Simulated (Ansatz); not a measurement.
Q: Name a neutral molecule of B, C, Ga, S and H with size of the dipole moment (ωB97M-V/def2-TZVPP) between 0.35 and 0.65 D and size of the dipole moment (B3LYP/def2-TZVPP) between 0.50 and 0.80 D (Ansatz, PBE0-D4/def2-TZVP geometry).

A: `SB[CH2][GaH2]` (0.62 D, 0.64 D). Other molecules can fit too; these were computed, each in one conformer that needn't be the lowest.

B3LYP here is the variant with VWN-RPA as its local correlation; programs differ in this.
